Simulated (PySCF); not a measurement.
Sb(Cl)2(OMe) (CH3Cl2OSb), SMILES C[O][Sb]([Cl])[Cl].

Geometry: B3LYP-D3(BJ)/def2-SVP. The def2 effective core potentials stand for the cores of Sb; spin–orbit coupling is left out. One conformer was computed; it need not be the lowest.

Calculation: B3LYP/def2-TZVP (PySCF).

The molecule is in vacuum.

### Question
Estimate the frontier levels, gap, dipole moment and polarisability. (The exact figures need the calculation; the answer reports its results.)

### Answer

| Item | Value |
|---|---|
| highest occupied level | -8.24 eV |
| lowest empty level | -2.07 eV |
| orbital gap | 6.17 eV |
| dipole moment | 1.88 D |
| quadrupole, principal values (traceless, Buckingham form, about the centre of nuclear charge) | -5.73, -4.33, 10.06 D·Å |
| mean static polarisability | 79.1 bohr³ (11.72 Å³) |
| polarisability, principal values | 71.6, 79.2, 86.6 bohr³ |
